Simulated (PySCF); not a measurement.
From one molecule to another.

First species: C2H8Cl2OSi2.
Structure used (GFN2-xTB), in Å, numbered top down from 1:
```xyz
15
C2H8Cl2OSi2 angstrom
O     -1.3895   -0.5886   -2.1092
Si    -0.6905   -0.7243   -0.6500
C     -1.8864   -0.0247    0.6819
Cl    -3.4888   -0.7980    0.4872
Si     1.2023    0.5621   -0.9430
C      2.3472    0.3729    0.5837
Cl     1.4201    0.8099    2.0460
H     -2.2994   -0.8449   -2.2543
H     -0.5386   -2.1444   -0.2947
H     -2.0524    1.0464    0.5868
H     -1.5644   -0.2308    1.6984
H      2.0437    0.1665   -2.0827
H      0.9816    2.0109   -1.0725
H      3.2061    1.0370    0.5525
H      2.7046   -0.6422    0.7367
```

Second species: C4H9NSi2.
SMILES with atom numbers: `[N:1]#[C:2][C@@H:3]1[CH2:4][Si@H:5]1[CH2:6][SiH3:7]` (hydrogens: H8 on C3; H9, H10 on C4; H11 on Si5; H12, H13 on C6; H14, H15, H16 on Si7)

Levels: PBE0/def2-SVPD for dipole moment, HOMO energy, LUMO energy, HOMO–LUMO gap, static isotropic polarisability and electronic spatial extent ⟨r²⟩ about the centre of nuclear charge; TDDFT PBE0/def2-SVPD for lowest singlet excitation; TDA PBE0/def2-SVPD for lowest triplet excitation (Tamm–Dancoff); GFN2-xTB for rotational constant A and rotational constant C. Geometries: GFN2-xTB. Each species is one conformer at its optimised geometry, gas phase, non-relativistic unless stated. Electronic properties by PySCF.

The conformers computed, where there is a choice (atom-mapped SMILES and torsion angles):
- `[OH:1][Si@H:2]([CH2:3][Cl:4])[SiH2:5][CH2:6][Cl:7]`: O1–Si2–C3–Cl4 52°, O1–Si2–Si5–C6 -172°, Si2–Si5–C6–Cl7 -56°, H–O1–Si2–C3 -46°
- `[N:1]#[C:2][C@@H:3]1[CH2:4][Si@H:5]1[CH2:6][SiH3:7]`: C4–Si5–C6–Si7 25°

Values for the first species:

| Property | Result |
| --- | --- |
| Dipole moment | 1.60 D |
| HOMO energy | -8.02 eV |
| LUMO energy | -0.82 eV |
| HOMO–LUMO gap | 7.20 eV |
| Lowest singlet excitation | 6.08 eV |
| Lowest triplet excitation (Tamm–Dancoff) | 5.45 eV |
| Static isotropic polarisability | 111.0 au |
| Electronic spatial extent ⟨r²⟩ about the centre of nuclear charge | 2153 bohr² |
| Rotational constant A | 1.715 GHz |
| Rotational constant C | 0.484 GHz |

Q: Estimate the same properties for the second species, and the change in each.

A: 
| property | first | second | second less first |
| --- | --- | --- | --- |
| dipole moment | 1.60 D | 5.65 D | +4.05 D |
| HOMO energy | -8.02 eV | -7.32 eV | +0.70 eV |
| LUMO energy | -0.82 eV | -0.22 eV | +0.60 eV |
| HOMO–LUMO gap | 7.20 eV | 7.10 eV | -0.10 eV |
| lowest singlet excitation | 6.08 eV | 6.17 eV | +0.09 eV |
| lowest triplet excitation (Tamm–Dancoff) | 5.45 eV | 4.96 eV | -0.49 eV |
| static isotropic polarisability | 111.0 au | 103.9 au | -7.1 au |
| electronic spatial extent ⟨r²⟩ about the centre of nuclear charge | 2153 bohr² | 1469 bohr² | -684 bohr² |
| rotational constant A | 1.715 GHz | 3.923 GHz | +2.208 GHz |
| rotational constant C | 0.484 GHz | 0.806 GHz | +0.322 GHz |

On the first: No computed singlet falls in the visible range (750 to 380 nm, 1.65 to 3.26 eV); S1 lies 2.82 eV above its blue end. The principal polarisabilities are 90.4, 109.9 and 132.8 au; their mean is the isotropic value.

On the second: No computed singlet falls in the visible range (750 to 380 nm, 1.65 to 3.26 eV); S1 lies 2.91 eV above its blue end. The polarisability is 15.39 Å³ as a volume (1 au = 0.148185 Å³), or 1.53 au for each of the 68 electrons.
